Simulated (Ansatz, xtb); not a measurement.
**Two isomers of C2H8GeSi2**

Structure I is `C#C[Si@@H]([SiH3])[GeH3]`, a singlet and structure II is `C#C[SiH2][SiH2][GeH3]`, a singlet. Both are isolated molecules in the gas phase, relaxed with B3LYP-D3(BJ)/def2-SVP; the shapes shown needn't be the lowest conformers.

I (Å):

| atom | x (Å) | y (Å) | z (Å) |
| --- | --- | --- | --- |
| C | -1.4483 | -1.4335 | 3.2043 |
| C | -1.2286 | -0.5727 | 2.3708 |
| Ge | 0.1395 | -0.3861 | -0.7896 |
| Si | -0.8190 | 0.7052 | 1.1168 |
| Si | 0.7140 | 2.2150 | 2.0646 |
| H | -1.6481 | -2.1913 | 3.9398 |
| H | -2.0687 | 1.4162 | 0.7152 |
| H | 1.0670 | 3.2667 | 1.0647 |
| H | 1.9531 | 1.4760 | 2.4450 |
| H | 0.1392 | 2.8674 | 3.2770 |
| H | 1.4262 | -1.1271 | -0.3706 |
| H | -0.8454 | -1.4064 | -1.3965 |
| H | 0.5053 | 0.6525 | -1.8727 |

II (Å):

| atom | x (Å) | y (Å) | z (Å) |
| --- | --- | --- | --- |
| C | 0.2224 | -2.0197 | -1.2534 |
| C | -0.2010 | -1.2173 | -0.4412 |
| Ge | 2.5740 | 1.7057 | -0.2527 |
| Si | -0.7681 | 0.0683 | 0.7429 |
| Si | 0.2348 | 2.0918 | 0.0892 |
| H | 0.5903 | -2.7341 | -1.9673 |
| H | -2.2575 | 0.1378 | 0.7279 |
| H | -0.3176 | -0.3019 | 2.1159 |
| H | 0.0298 | 3.1313 | 1.1434 |
| H | -0.3863 | 2.5749 | -1.1804 |
| H | 3.3269 | 3.0287 | -0.5102 |
| H | 3.1836 | 1.0343 | 0.9962 |
| H | 2.7862 | 0.7739 | -1.4618 |

Task: Estimate E(II) − E(I) at the level CCSD(T)/def2-SVP + ΔMP2/def2-TZVPP.

Result: Too close to call at this level: CCSD(T)/def2-SVP + ΔMP2/def2-TZVPP gives E(II) − E(I) = −0.10 kcal/mol.

The same difference at several levels:

```json
{"level": "GFN2-xTB", "geometry": "GFN2-xTB", "E(II) − E(I) (kcal/mol)": "−0.32", "departure from the last row (kcal/mol)": "−0.21", "job, with rough time for the two": "optimisation, 0.22 s"}
{"level": "HF/STO-3G", "geometry": "GFN2-xTB", "E(II) − E(I) (kcal/mol)": "−0.14", "departure from the last row (kcal/mol)": "−0.03", "job, with rough time for the two": "single point, 0.44 s"}
{"level": "r2SCAN-D4/def2-SVP", "geometry": "GFN2-xTB", "E(II) − E(I) (kcal/mol)": "−0.33", "departure from the last row (kcal/mol)": "−0.22", "job, with rough time for the two": "single point, 2.4 s"}
{"level": "B3LYP-D3(BJ)/def2-SVP", "geometry": "B3LYP-D3(BJ)/def2-SVP", "E(II) − E(I) (kcal/mol)": "−0.15", "departure from the last row (kcal/mol)": "−0.05", "job, with rough time for the two": "optimisation, 49 s"}
{"level": "HF/def2-SVP", "geometry": "B3LYP-D3(BJ)/def2-SVP", "E(II) − E(I) (kcal/mol)": "−0.33", "departure from the last row (kcal/mol)": "−0.23", "job, with rough time for the two": "part of the CCSD(T) run"}
{"level": "MP2/def2-SVP", "geometry": "B3LYP-D3(BJ)/def2-SVP", "E(II) − E(I) (kcal/mol)": "−0.13", "departure from the last row (kcal/mol)": "−0.03", "job, with rough time for the two": "part of the CCSD(T) run"}
{"level": "CCSD(T)/def2-SVP", "geometry": "B3LYP-D3(BJ)/def2-SVP", "E(II) − E(I) (kcal/mol)": "−0.27", "departure from the last row (kcal/mol)": "−0.17", "job, with rough time for the two": "single point"}
{"level": "CCSD(T)/def2-SVP + ΔMP2/def2-TZVPP", "geometry": "B3LYP-D3(BJ)/def2-SVP", "E(II) − E(I) (kcal/mol)": "−0.10", "departure from the last row (kcal/mol)": "", "job, with rough time for the two": "single point, 33 s"}
```

As drawn, both hold the same kinds of bond in the same numbers.

The largest departure from CCSD(T)/def2-SVP + ΔMP2/def2-TZVPP is that of HF/def2-SVP, 0.23 kcal/mol. A small imaginary or near-zero mode remains, so no thermal terms are given. The last row adds to CCSD(T) the change of the MP2 difference between the two basis sets, here +0.17 kcal/mol.

The correlated steps freeze 21 core orbitals; the filled d shell of Ge is correlated, in a basis made for valence electrons. Codes used: Ansatz 0.2.0, xtb 6.7.1; the last row on 4 threads of AMD EPYC 7R43 64-Core Processor (Zen 3) on a shared host.
